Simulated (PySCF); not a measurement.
**Frontier orbitals and the lowest excitations**

Compound: H9NO3Si3.
Structure used (GFN2-xTB), in Å, numbered top down from 1:
```xyz
16
H9NO3Si3 angstrom
N     -1.470    1.239    0.685
Si    -1.601   -0.091   -0.402
O     -3.144   -0.568   -0.506
O     -0.686   -1.282    0.226
Si     0.748   -1.672    0.842
O      1.808   -0.458    0.659
Si     2.355    0.901   -0.020
H     -0.551    1.480    1.018
H     -1.998    2.074    0.492
H     -1.241    0.086   -1.800
H     -3.611   -0.875    0.267
H      0.603   -1.840    2.280
H      1.238   -2.804    0.070
H      3.809    0.786    0.061
H      1.876    1.009   -1.397
H      1.858    2.025    0.783
```

Level of theory: TDDFT CAM-B3LYP/def2-SVPD, vertical, gas phase, core orbitals frozen in the response (PySCF 2.14.0, density-fitted response routines). The geometry optimisation had not met its thresholds, so the values belong to a structure short of the stationary point.

Kohn–Sham orbitals with the atoms that hold most of them (Löwdin shares over 4%, at most four atoms; ? is withheld):

| orbital | ε (eV) | atoms |
| --- | --- | --- |
| LUMO+2 | 1.30 | Si7 42%, O3 10%, H14 9%, H16 8% |
| LUMO+1 | 1.05 | Si7 17%, Si2 17%, O3 14%, H11 8% |
| LUMO | 0.75 | ? |
| HOMO | -9.35 | N1 66%, Si2 12%, H8 6%, H9 6% |
| HOMO-1 | -9.89 | ? |
| HOMO-2 | -10.51 | O6 31%, Si7 19%, H14 14%, O4 12% |
| HOMO-3 | -10.75 | O4 23%, O6 17%, Si7 14%, H16 12% |

**Question.** Which atoms hold the HOMO-1, and with what shares?

**Answer.** O6 (bonded to 2 Si) 20%; Si5 (bonded to 2 O and 2 H) 18%; O4 (bonded to 2 Si) 15%; H13 (bonded to Si) 14%. By element: oxygen 35% or more, silicon 18% or more, hydrogen 14% or more.

**Question.** Which atoms hold the LUMO, and with what shares?

**Answer.** Si7 (bonded to O and 3 H) 24%; Si5 (bonded to 2 O and 2 H) 15%; Si2 (bonded to N, 2 O and H) 11%; H16 (bonded to Si) 7%. By element: silicon 49%, hydrogen 7% or more.

**Question.** How does S1 compare with the orbital gap of 10.10 eV?

**Answer.** S1 is at 6.98 eV (f = 0.048), 3.12 eV below the gap, made of HOMO→LUMO (61%), HOMO→LUMO+3 (18%), HOMO→LUMO+1 (13%). 

Next come S2 at 7.44 eV (f 0.0079), HOMO-1→LUMO (65%), HOMO-1→LUMO+1 (14%), HOMO-3→LUMO (8%); S3 at 7.76 eV (f 0.0014), HOMO→LUMO+1 (48%), HOMO-2→LUMO (12%), HOMO→LUMO (11%); S4 at 7.84 eV (f 0.0077), HOMO-2→LUMO (52%), HOMO-2→LUMO+1 (18%), HOMO→LUMO+1 (9%); S5 at 8.06 eV (f 0.034), HOMO-1→LUMO+1 (21%), HOMO-1→LUMO+5 (16%), HOMO-1→LUMO+3 (12%).

Löwdin shares depend on the basis, the more so with diffuse functions.

One conformer stands for the species.
